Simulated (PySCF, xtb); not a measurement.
(1R)-1-chloro-1,2,2-trifluoroethane (C₂H₂ClF₃), SMILES FC(F)[C@H](F)Cl. Other conformers were not sampled.

Harmonic wavenumbers (cm⁻¹) from xtb with GFN2-xTB at its own minimum, in rising order: 49, 180, 218, 304, 379, 497, 688, 767, 881, 1043, 1060, 1126, 1163, 1240, 1252, 1266, 2903, 2921.

**Question.** What does PBE-D3(BJ)/def2-SVP run with PySCF 2.14.0 give at its own minimum? (Estimate from the structure and the level; the computed values follow.)

**Answer.** 74, 193, 238, 329, 394, 535, 751, 797, 885, 1091, 1099, 1170, 1214, 1322, 1349, 1364, 2986, 3018. Paired by order, the mean absolute difference is 48 cm⁻¹ and the zero-point energies are 25.6 and 26.9 kcal/mol.
